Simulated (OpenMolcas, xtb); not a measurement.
# How methods differ on GaCNCl2 (SMILES N#[C][Ga]([Cl])[Cl])

GaCNCl2: 5 atoms, total charge 0, spin state singlet. As SMILES, `N#[C][Ga]([Cl])[Cl]`. Geometry: relaxed at PBE0-D4/def2-TZVP.

```csv
atom,x (Å),y (Å),z (Å)
N,0.9096,-1.3181,1.9140
C,0.4935,-0.7150,1.0252
Ga,-0.1994,0.2887,-0.4557
Cl,-1.7355,-0.5262,-1.6432
Cl,0.5817,2.1970,-0.8818
```

Quantity: the vertical ionisation energy (to the doublet cation), in eV. The values are calculated.

```json
{"level": "GFN1-xTB", "kind": "semi-empirical", "program": "xtb", "value (eV)": "15.32", "less CCSD(T)/cc-pVDZ": "+3.27", "CPU time (all runs)": "under 2 s"}
{"level": "HF/cc-pVDZ", "kind": "Hartree–Fock", "program": "OpenMolcas", "value (eV)": "12.06", "less CCSD(T)/cc-pVDZ": "+0.01", "CPU time (all runs)": "78 s"}
{"level": "SVWN5/cc-pVDZ", "kind": "LDA", "program": "OpenMolcas", "value (eV)": "11.41", "less CCSD(T)/cc-pVDZ": "-0.64", "CPU time (all runs)": "1.9 min"}
{"level": "PBE/cc-pVDZ", "kind": "GGA", "program": "OpenMolcas", "value (eV)": "11.25", "less CCSD(T)/cc-pVDZ": "-0.80", "CPU time (all runs)": "3 min"}
{"level": "TPSS/cc-pVDZ", "kind": "meta-GGA", "program": "OpenMolcas", "value (eV)": "11.34", "less CCSD(T)/cc-pVDZ": "-0.71", "CPU time (all runs)": "5.4 min"}
{"level": "M06-2X/cc-pVDZ", "kind": "hybrid meta-GGA", "program": "OpenMolcas", "value (eV)": "12.31", "less CCSD(T)/cc-pVDZ": "+0.26", "CPU time (all runs)": "2.4 min"}
{"level": "CCSD(T)/cc-pVDZ, open shells restricted", "kind": "coupled cluster or CI", "program": "OpenMolcas", "value (eV)": "12.05", "less CCSD(T)/cc-pVDZ": "0.00", "CPU time (all runs)": "5.5 min"}
```

Differences are taken from CCSD(T)/cc-pVDZ, open shells restricted for orientation; it has basis-set and higher-order errors of its own. All-electron rows without a relativistic Hamiltonian named are non-relativistic. The values span 11.25 to 15.32 eV. The xTB values lack the empirical shift that such differences need. In the correlated wave-function rows the outer d shell of Ga is correlated, in sets not made for it. Times are those of the runs behind each value, whatever else they computed, on shared processors of several kinds: orders of magnitude only.
